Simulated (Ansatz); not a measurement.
The cluster Au4Cl3. The state is a doublet with charge 0. Geometry r2SCAN-D4/def2-SVP; atoms count from 1.

```xyz
7

Au    0.512    3.066   -1.758
Au   -1.063    1.058   -1.253
Au    1.453    1.304   -0.091
Au   -0.172   -1.031    0.592
Cl   -2.319   -0.881   -0.632
Cl   -0.503   -3.068    1.737
Cl    2.092   -0.449    1.406
```

In the def2 sets Au takes a core potential; there is no spin–orbit coupling. Another isomer (doublet) lies 0.77 eV lower at PBE0-D4/def2-TZVP; other spin states weren't run for this one.

Question: Estimate the Mulliken populations from the PBE0/def2-TZVP orbitals of Ansatz.

Answer: 
```json
{"atom": "Au1", "charge (e)": "0.30", "spin (α − β)": "0.04", "d electrons": "9.79"}
{"atom": "Au2", "charge (e)": "0.16", "spin (α − β)": "0.03", "d electrons": "9.74"}
{"atom": "Au3", "charge (e)": "0.16", "spin (α − β)": "0.03", "d electrons": "9.74"}
{"atom": "Au4", "charge (e)": "0.44", "spin (α − β)": "0.31", "d electrons": "9.51"}
{"atom": "Cl5", "charge (e)": "-0.34", "spin (α − β)": "0.12", "d electrons": "–"}
{"atom": "Cl6", "charge (e)": "-0.36", "spin (α − β)": "0.35", "d electrons": "–"}
{"atom": "Cl7", "charge (e)": "-0.34", "spin (α − β)": "0.12", "d electrons": "–"}
```
Mulliken values depend strongly on the basis.

Question: Where does the spin sit?

Answer: Summed by element: Au 0.41, Cl 0.59, of 1 unpaired in all. Largest on single atoms: Cl6 0.35, Au4 0.31, Cl5 0.12.

Question: And the Mayer bond orders between heavy atoms (over 0.3)?

Answer: Au1–Au2 0.61 (2.60 Å); Au1–Au3 0.61 (2.60 Å); Au2–Au3 0.32 (2.78 Å); Au2–Cl5 0.51 (2.39 Å); Au3–Cl7 0.51 (2.39 Å); Au4–Cl5 0.49 (2.48 Å); Au4–Cl6 0.72 (2.36 Å); Au4–Cl7 0.49 (2.48 Å).
